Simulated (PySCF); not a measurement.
A structure optimised at PBE0-D3(BJ)/def2-SVP, used in a PySCF frequency run:

```xyz
8

Be    -0.5999     0.5659     0.7029
O     -1.5863     1.4970     1.0959
H     -2.5134     1.5226     1.3195
S      0.7498    -0.6693     0.1866
C      0.6245    -0.5625    -1.6387
H     -0.3544    -0.9058    -1.9997
H      1.3963    -1.2279    -2.0483
H      0.8181     0.4555    -2.0028
```
Charge 0, spin multiplicity 1.

### Question
Write its SMILES and formula.

### Answer
C[S][Be][OH], CH₄BeOS

### Question
What are its rotational constants (standard atomic weights)?

### Answer
14.781, 2.8778, 2.4550 GHz
